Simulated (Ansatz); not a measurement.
Program: Ansatz. Geometries: PBE0-D4/def2-TZVP. ΔE: electronic, gas phase. CBS: MP2 limit from def2 TZ/QZ plus the TZ coupled-cluster correction, frozen cores. DFT in def2-TZVPP. B3LYP here is the variant with VWN-RPA as its local correlation; programs differ in this. Each species was taken in one conformer, which may not be the lowest.

Reaction (ligand exchange at the Si–S bond): `OCS[SiH3]` + `O[Si]1(O)CO1` → `O[Si]1(O[SiH3])CO1` + `OCS`

Problem. Is it downhill or uphill in electronic energy at CCSD(T)/CBS, and by how much? (Best estimate.)

Solution. Computed: Downhill: ΔE = -0.43 eV.

Problem. What do these levels give: PBE-D4, r2SCAN-D4, PBE0-D4, B3LYP-D4, ωB97M-V, B2PLYP, PBE, r2SCAN, B3LYP, SCS-MP2/def2-TZVPP, HF/def2-QZVPP, CCSD/CBS(def2)? (Estimate.)

Solution. The calculation gave: PBE-D4 -0.23, r2SCAN-D4 -0.34, PBE0-D4 -0.30, B3LYP-D4 -0.45, ωB97M-V -0.42, B2PLYP -0.47, PBE -0.23, r2SCAN -0.34, B3LYP -0.47, SCS-MP2/def2-TZVPP -0.50, HF/def2-QZVPP -0.72, CCSD/CBS(def2) -0.48 eV.

Largest T1 diagnostic among the species: 0.012.

In def2-TZVPP, CCSD(T) changes the Hartree–Fock value by +0.24 eV (the triples alone add +0.05 eV) and MP2 by +0.26 eV. From PBE to PBE0 (25 % exact exchange), in def2-TZVPP and without D4, ΔE moves by −0.07 eV.
